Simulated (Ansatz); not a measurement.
Problem. Name a neutral molecule of C, Cl, Ge, O and H with HOMO–LUMO gap (ωB97M-V/def2-TZVPP) between 12.10 and 12.40 eV and HOMO energy (B3LYP/def2-TZVPP) between -8.00 and -7.70 eV (Ansatz, PBE0-D4/def2-TZVP geometry).

Solution. `[OH][GeH2][CH2]Cl` (12.18 eV, -7.81 eV); `O[CH](Cl)[GeH3]` (12.19 eV, -7.76 eV). Other molecules can fit too; these were computed, each in one conformer that needn't be the lowest.

B3LYP here is the variant with VWN-RPA as its local correlation; programs differ in this.
